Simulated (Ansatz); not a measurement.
Isomers of Ag2Au4⁺ (doublet), relaxed with PBE-D4/def2-SVP; total energies from Ansatz at RPA@PBE/def2-TZVP.

| isomer | description | energy (Eh) |
| --- | --- | --- |
| A | point group Cs; 4 × Au–Au 2.63 to 2.77 Å; 4 × Ag–Au 2.69 to 2.89 Å; 1 × Ag–Ag 2.78 Å | -834.57405 |
| B | point group not assigned; 5 × Ag–Au 2.71 to 2.82 Å; 4 × Au–Au 2.64 to 2.77 Å | -834.58369 |
| C | point group C2v; 6 × Ag–Au 2.72 to 2.81 Å; 3 × Au–Au 2.64 to 2.82 Å | -834.57404 |
| D | point group not assigned; 5 × Ag–Au 2.70 to 2.80 Å; 4 × Au–Au 2.62 to 2.79 Å | -834.58107 |
| E | point group Cs; 4 × Ag–Au 2.69 to 2.79 Å; 4 × Au–Au 2.63 to 2.74 Å; 1 × Ag–Ag 2.84 Å | -834.57706 |

In the def2 sets Ag, Au take a core potential; there is no spin–orbit coupling. Correlated methods freeze no core orbitals; core or outer-core shells of Au, Ag are correlated, in sets that lack core-valence functions.

The isomers come from a short search, and lower ones may exist.

Work out the relative energies (1 Eh = 2625.5 kJ/mol) and the Boltzmann populations at 1200 K from electronic energies alone (R = 8.314 J/mol/K).

ΔE: A 25.3, B 0.0, C 25.3, D 6.9, E 17.4 kJ/mol. RT = 9.98 kJ/mol. Factors exp(−ΔE/RT): A 0.0793, B 1, C 0.0793, D 0.501, E 0.175; sum 1.835. Populations: A 4.3 %, B 54.5 %, C 4.3 %, D 27.3 %, E 9.5 %. Zero-point energy, vibrational entropy and symmetry numbers are left out and can shift these; an error of 4 kJ/mol changes a ratio by a factor of 1.5. Over the other density-functional and correlated levels in def2 sets, the gap between B and D ranges from 3 to 8 kJ/mol.
